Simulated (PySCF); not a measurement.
Working out the ionisation energy of Ta

Ta [Xe] 4f14 5d3 6s2 (4F) → Ta⁺ [Xe] 4f14 5d3 6s1 (5F). Calculation: PySCF 2.14, in aug-cc-pVDZ-PP with ECP60MDF (5s5p4d2f, 54 functions); a scalar-relativistic core potential. Frozen: 5s2 5p6. Energies in hartree (1 hartree = 27.21139 eV):

```tsv
part	Ta (lower)	Ta⁺ (upper)
UHF	-56.740352	-56.528667
MP2 opposite-spin	-0.040274	0.000000
MP2 same-spin	-0.021669	-0.021184
```

**Question.** What does Hartree-Fock give?

**Answer.** (-56.528667) − (-56.740352) = 0.211685 hartree = 5.760 eV.

**Question.** What do MP2 and SCS-MP2 (6/5 opposite-spin, 1/3 same-spin) give?

**Answer.** The opposite-spin parts differ by 1.096 eV and the same-spin parts by 0.013 eV. MP2: 5.760 + (1.096) + (0.013) = 6.869 eV. SCS-MP2: 5.760 + 1.2 × (1.096) + (0.013)/3 = 7.080 eV.

Measured between the centres of the two terms (NIST): 7.573 eV, so MP2 (valence) is off by -0.704 eV.

A double-zeta basis recovers only part of the correlation energy.

What remains against the reference includes basis incompleteness, the frozen core and correlation beyond second order.
